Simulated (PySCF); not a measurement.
**Core binding energy against partial charge**

C7H13NSi.
Structure used (PBE0-D3(BJ)/def2-SVP), in Å, numbered top down from 1:
```
atom  x, y, z in Å
C1    -0.190    3.423   -0.042
C2    -0.104    2.216    0.040
C3     0.021    0.765    0.109
C4     1.475    0.283   -0.096
Si5    1.255   -1.571   -0.385
N6     1.495   -2.464    1.089
C7    -0.589   -1.479   -0.788
C8    -0.886    0.028   -0.911
C9    -2.359    0.365   -0.754
H10   -0.268    4.492   -0.105
H11   -0.306    0.447    1.118
H12    1.894    0.761   -0.997
H13    2.120    0.558    0.750
H14    2.087   -2.052   -1.540
H15    2.426   -2.476    1.496
H16    1.095   -3.396    1.147
H17   -0.905   -2.030   -1.686
H18   -1.153   -1.898    0.066
H19   -0.556    0.363   -1.912
H20   -2.722    0.061    0.242
H21   -2.965   -0.162   -1.506
H22   -2.537    1.445   -0.865
```

Binding energies: delta-SCF UKS SCAN, pcX-2 on the ionised atom, pcseg-1 elsewhere, spin-free X2C (PySCF 2.14.0). Charges: PBE0/pcSseg-1 ground-state density, for the ionised atom.

```tsv
atom	environment	C 1s (eV)	Mulliken (e)	IAO (e)	Hirshfeld (e)	ESP (e)
C1	terminal alkyne carbon	289.70	-0.443	-0.266	-0.131	-0.378
C7	sp3 carbon bound to silicon	289.73	-0.475	-0.555	-0.164	-0.594
C4	sp3 carbon bound to silicon	289.75	-0.450	-0.546	-0.161	-0.538
C9	methyl carbon	290.23	-0.188	-0.409	-0.118	-0.551
C2	alkyne carbon	290.24	+0.355	-0.025	-0.033	-0.216
C8	sp3 CH carbon	290.43	-0.320	-0.079	-0.014	+0.271
C3	propargylic carbon	291.00	-0.301	-0.117	-0.010	+0.364
```

Q: Give the correlation coefficient and slope of binding energy on charge for each scheme.

A: Hirshfeld: r = 0.87, slope 6.0 eV per e; ESP: r = 0.84, slope 1.0 eV per e; IAO: r = 0.67, slope 1.4 eV per e; Mulliken: r = 0.32, slope 0.5 eV per e. On 7 points no scheme stands out.

Q: The point-charge model writes a binding energy as kq + V + constant, with V the potential of the other atoms' charges at the site. What does it give with the ESP charges?

A: V = Σ 14.40 eV Å × q/r over all other atoms: +2.93 eV at C1, +7.96 eV at C7, +7.61 eV at C4, +7.01 eV at C9, +0.29 eV at C2, -3.89 eV at C8, -4.42 eV at C3. Fitting binding energy − V to q gives k = 14.0 eV per e and leaves an rms residual of 1.09 eV, against 0.24 eV for the fit on q alone. The model has no term for differences in relaxation between sites.

The unrestricted hole states depart most from a pure doublet (⟨S²⟩ = 0.75; over 0.85 named) for C 1s of C2 (0.87), which makes this value less certain. Geometry: PBE0-D3(BJ)/def2-SVP, one conformer, isolated molecule.
